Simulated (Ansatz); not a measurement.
Te₂Pb⁺, relaxed as a doublet with UKS PBE0-D4/def2-SVP in Ansatz, starting from the GFN1-xTB geometry. Force threshold 0.02 eV/Å.

In the def2 sets Pb, Te take a core potential; there is no spin–orbit coupling. The structure comes from a short search, and lower isomers may exist.

Start:

```xyz
3

Pb   -1.790   -1.393   -0.624
Te    2.168    0.763   -0.075
Te   -0.378    0.630    0.698
```

```
step  energy (eV)  largest force component (eV/Å)  SCF passes
   1  -19829.6662                           0.479          61
   2  -19829.8885                           0.570          55
   3  -19830.1819                           0.758          49
   4  -19830.5667                           0.954          44
   5  -19830.9291                           0.685          43
   6  -19830.9327                           1.082          41
   7  -19831.0085                           0.026          39
   8  -19831.0086                           0.014          34
```

Force components are those of the run's own axes.

End:

Cartesian coordinates in Å:
```
Pb -0.978 -1.213 -0.747
Te 1.545 0.206 -0.357
Te -0.566 1.008 1.104
```

Bonds formed: Pb1–Te2 (atoms count from 1). The end is the same structure that another start reached, the lowest one found.

No frequencies were taken in this run, so the end may be a saddle point.

It took 20 s on 4 threads of Arm Neoverse V2 on a shared host.
